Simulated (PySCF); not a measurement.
bicarbonate (CHO3), SMILES O=C([O-])O, charge -1.

Geometry: PBE0-D3(BJ)/def2-SVPD. One conformer was computed; it need not be the lowest.

The numbers are results of CAM-B3LYP/def2-TZVPD (PySCF), not measurements.

Symmetry labels are those of the subgroup Cs that the program uses (full group Cs).

Computed valence orbital energies around the gap with their symmetry:
```json
[
 {"orbital": "HOMO−7", "symmetry": "A'", "energy (eV)": "-9.24"},
 {"orbital": "HOMO−6", "symmetry": "A'", "energy (eV)": "-8.58"},
 {"orbital": "HOMO−5", "symmetry": "A\"", "energy (eV)": "-8.48"},
 {"orbital": "HOMO−4", "symmetry": "A'", "energy (eV)": "-7.22"},
 {"orbital": "HOMO−3", "symmetry": "A\"", "energy (eV)": "-4.96"},
 {"orbital": "HOMO−2", "symmetry": "A'", "energy (eV)": "-3.99"},
 {"orbital": "HOMO−1", "symmetry": "A\"", "energy (eV)": "-3.52"},
 {"orbital": "HOMO", "symmetry": "A'", "energy (eV)": "-3.02"},
 {"orbital": "LUMO", "symmetry": "A'", "energy (eV)": "4.42"},
 {"orbital": "LUMO+1", "symmetry": "A'", "energy (eV)": "5.31"},
 {"orbital": "LUMO+2", "symmetry": "A'", "energy (eV)": "5.47"},
 {"orbital": "LUMO+3", "symmetry": "A\"", "energy (eV)": "6.13"}
]
```
